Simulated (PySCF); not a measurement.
C5H5F, SMILES C1=C(F)CC=C1. The structure is a stationary point at PBE-D3(BJ)/def2-SVP. Other conformers were not sampled.

Problem. Give the equilibrium geometry at PBE-D3(BJ)/def2-SVP (PySCF confirms it by a frequency run) as bond lengths and angles, and its point group. (An estimate is asked for; the answer gives what the named calculation found.)

Solution. One answer among several that fit: point group Cs.
Atoms: F1 C2 C3 C4 C5 C6 H7 H8 H9 H10 H11. Bond lengths (Å): F1–C2 1.337, C2–C3 1.360, C2–C6 1.501, C3–C4 1.469, C3–H7 1.097, C4–C5 1.363, C4–H8 1.099, C5–C6 1.506, C5–H9 1.097, C6–H10 1.113, C6–H11 1.113. Bond angles (°): F1–C2–C3 127.4, F1–C2–C6 121.3, C3–C2–C6 111.3, C2–C3–C4 107.0, C2–C3–H7 126.4, C4–C3–H7 126.5, C3–C4–C5 110.4, C3–C4–H8 123.7, C5–C4–H8 125.8, C4–C5–C6 108.9, C4–C5–H9 127.1, C6–C5–H9 124.1, C2–C6–C5 102.4, C2–C6–H10 111.5, C2–C6–H11 111.5, C5–C6–H10 112.8, C5–C6–H11 112.8, H10–C6–H11 106.0.
